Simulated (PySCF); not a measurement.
Dipole response of B⁻ (boron, charge -1)

[He] 2s2 2p2, high-spin 3P determinant. Computed with PySCF 2.14 in dyall-acv3z, with scalar relativity by spin-free X2C-1e. Coupled (time-dependent) response in atomic units; α is the mean over directions.

```
method  mean α (bohr³)         α xx, yy, zz  C₆ (like pair)  S(−4)
   UHF           119.4  53.56, 152.3, 152.3            1191  18540
```

S(−4) is the Cauchy moment in α(ω) = α(0) + S(−4) ω² + …

α(iu) at UHF:

| u (hartree) | α(iu) (bohr³) |
| --- | --- |
| 0 | 119.4 |
| 0.0500 | 90.50 |
| 0.100 | 62.30 |
| 0.200 | 35.11 |
| 0.300 | 21.90 |
| 0.500 | 10.48 |
| 0.750 | 5.394 |
| 1.00 | 3.279 |
| 1.50 | 1.589 |
| 2.00 | 0.9410 |
| 3.00 | 0.4469 |
| 5.00 | 0.1753 |

A single London oscillator, α(iu) = α/(1 + u²/ω²), gives C₆ = (3/4) ω α². Matching the computed C₆ needs ω = 4 × 1191 / (3 × 119.4²) = 0.111 hartree.

For an ion, C₆ is the dispersion term alone; charge-induced terms of lower order in 1/R come first.

The components differ because the open shell of this determinant is not spherical; for a pure term their mean is the scalar polarisability.
